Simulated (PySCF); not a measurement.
Species: H8NOPSi2.
SMILES with atom numbers: `[NH2:1][Si@@:2]([OH:3])([SiH3:4])[PH2:5]` (hydrogens: H6, H7 on N1; H8 on O3; H9, H10, H11 on Si4; H12, H13 on P5)

Method: PySCF, PBE0-D3(BJ)/def2-SVP geometry optimisation, gas phase; density fitting, grid level 1; the optimiser is geomeTRIC in internal coordinates, started from a GFN2-xTB structure with every atom displaced at random (about 0.01 Å).

The end geometry, which sets the zero of energy:
```
atom  x, y, z in Å
N1      0.1066    1.3313   -1.3466
Si2     0.2684    0.4084    0.0998
O3      0.4286    1.2722    1.5276
Si4    -1.6517   -0.8746    0.4346
P5      2.1680   -0.7818   -0.2386
H6     -0.7198    1.8889   -1.5313
H7      0.9184    1.6933   -1.8350
H8      1.1773    1.8753    1.5827
H9     -2.8810   -0.0225    0.5179
H10    -1.5349   -1.6687    1.6962
H11    -1.8197   -1.8261   -0.7086
H12     1.9893   -1.5972    0.9194
H13     1.5557   -1.7154   -1.1288
```

Problem. These geometries come from the run, each turned onto the end geometry. Order them by energy, lowest first.
A.
```
atom  x, y, z in Å
N1      0.1617    1.3942   -1.2878
Si2     0.2770    0.4048    0.1163
O3      0.4108    1.2516    1.5604
Si4    -1.6566   -0.8676    0.4432
P5      2.1886   -0.7693   -0.1864
H6     -0.7079    1.7940   -1.6180
H7      0.9387    1.5819   -1.9092
H8      1.0650    1.9598    1.5503
H9     -2.8406    0.0114    0.7031
H10    -1.4709   -1.7836    1.6120
H11    -1.9380   -1.6992   -0.7703
H12     1.9549   -1.6346    0.9224
H13     1.6226   -1.6603   -1.1468
```
B.
```
atom  x, y, z in Å
N1      0.2296    1.4523   -1.2437
Si2     0.2766    0.4469    0.1569
O3      0.3805    1.3475    1.5640
Si4    -1.6150   -0.8885    0.4724
P5      2.1511   -0.8074   -0.1351
H6     -0.6074    1.9475   -1.5277
H7      0.9014    1.3743   -1.9969
H8      1.0254    2.0624    1.5141
H9     -2.8722   -0.0948    0.6529
H10    -1.4337   -1.7710    1.6661
H11    -1.7944   -1.7627   -0.7302
H12     1.7762   -1.7917    0.8294
H13     1.5873   -1.5318   -1.2331
```
C.
```
atom  x, y, z in Å
N1      0.1108    1.3697   -1.3084
Si2     0.2737    0.4217    0.1181
O3      0.4523    1.2725    1.5463
Si4    -1.6415   -0.8743    0.4264
P5      2.1500   -0.7949   -0.2747
H6     -0.7253    1.8921   -1.5410
H7      0.9090    1.6458   -1.8688
H8      1.1724    1.9093    1.5905
H9     -2.8806   -0.0380    0.5295
H10    -1.5387   -1.7214    1.6532
H11    -1.8011   -1.7789   -0.7559
H12     2.0539   -1.5457    0.9368
H13     1.4704   -1.7748   -1.0626
```
D.
```
atom  x, y, z in Å
N1      0.1287    1.3818   -1.2980
Si2     0.2793    0.4072    0.1105
O3      0.4351    1.2382    1.5542
Si4    -1.6536   -0.8646    0.4351
P5      2.1855   -0.7697   -0.2367
H6     -0.7316    1.8256   -1.5933
H7      0.9117    1.6022   -1.9009
H8      1.1135    1.9197    1.5976
H9     -2.8502    0.0157    0.6287
H10    -1.5214   -1.7608    1.6246
H11    -1.8956   -1.7189   -0.7708
H12     2.0278   -1.5630    0.9392
H13     1.5760   -1.7302   -1.1009
```
E.
```
atom  x, y, z in Å
N1      0.3274    1.4730   -1.2076
Si2     0.2615    0.3595    0.0996
O3      0.3049    1.2305    1.4738
Si4    -1.6288   -0.8776    0.4578
P5      2.2347   -0.7138   -0.2140
H6     -0.4288    2.1922   -1.2839
H7      0.5577    1.1666   -2.1338
H8      1.0388    1.8728    1.6319
H9     -2.8722   -0.0434    0.4176
H10    -1.6820   -1.5742    1.7629
H11    -1.8382   -1.9234   -0.5578
H12     1.9938   -1.6633    0.7675
H13     1.7364   -1.5159   -1.2249
```

Solution. C (0.004 eV), D (0.010 eV), A (0.018 eV), B (0.031 eV), E (0.290 eV).

In the order of the answer:

```
step  E above end (eV)  largest force (eV/Å)  rms force component (eV/Å)  rms distance from end (Å)  rms bond change (Å)  bond most changed (Å)
  15             0.004                  0.10                       0.028                      0.058                0.002          Si2–O3 -0.004
  13             0.010                  0.08                       0.021                      0.083                0.002          N1–Si2 -0.004
  11             0.018                  0.13                       0.035                      0.117                0.002         Si2–Si4 +0.004
   8             0.031                  0.06                       0.021                      0.189                0.003          Si2–P5 +0.007
   0             0.290                  2.33                       0.696                      0.286                0.030          Si2–O3 -0.049
```

The cost below is that of the whole optimisation. On Arm Neoverse V2, one thread, no GPU (shared host), this took 1.9 min and 0.52 GiB of memory at its peak.
